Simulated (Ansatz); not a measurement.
Reaction (isomerisation): `C[O][SnH2][Se]C` → `C[O][SnH]([CH3])[SeH]`

Isolated molecules relaxed with PBE0-D4/def2-TZVP in Ansatz; ΔE leaves out vibrations. CCSD(T)/CBS adds triple-zeta CCSD(T) − MP2 to the extrapolated MP2 energy (def2 sets, frozen cores). Functionals use def2-TZVPP. def2 core potentials past Kr. For Se, Sn outer-core shells are correlated without core-valence functions, which leaves a few kJ/mol of doubt a bond. Scalar relativity is left out up to krypton. Each species was taken in one conformer, which may not be the lowest.

`C[O][SnH2][Se]C`:

Cartesian coordinates in Å:
```
C -1.014 -1.077 1.443
O -1.907 -0.652 0.449
Sn -1.265 0.551 -0.970
Se 0.889 -0.335 -1.919
C 2.091 0.523 -0.629
H -1.544 -1.758 2.115
H -0.154 -1.621 1.026
H -0.630 -0.243 2.050
H -0.925 2.058 -0.232
H -2.523 0.534 -2.109
H 2.005 0.052 0.347
H 3.099 0.381 -1.015
H 1.879 1.588 -0.558
```

`C[O][SnH]([CH3])[SeH]`:

```xyz
13

C    -0.991   -2.068   -0.052
O     0.041   -1.218   -0.479
Sn   -0.046    0.711   -0.106
C     1.852    1.411   -0.739
Se   -0.345    1.022    2.391
H    -0.721   -3.096   -0.311
H    -1.145   -2.024    1.035
H    -1.950   -1.841   -0.541
H    -1.435    1.329   -0.893
H     1.908    2.494   -0.636
H     2.005    1.132   -1.782
H     2.622    0.945   -0.126
H    -1.794    1.203    2.238
```

Problem. Is it downhill or uphill in electronic energy at CCSD(T)/CBS, and by how much? (An estimate is asked.)

Solution. Ansatz gave: Downhill: ΔE = -0.52 eV.

Problem. What do these levels give: PBE0-D4, B2PLYP, PBE, SCS-MP2/def2-TZVPP, MP2/def2-QZVPP, MP2/CBS(def2)? (Estimate.)

Solution. Computed: PBE0-D4 -0.46, B2PLYP -0.48, PBE -0.45, SCS-MP2/def2-TZVPP -0.48, MP2/def2-QZVPP -0.53, MP2/CBS(def2) -0.54 eV.

Largest T1 diagnostic among the species: 0.012.
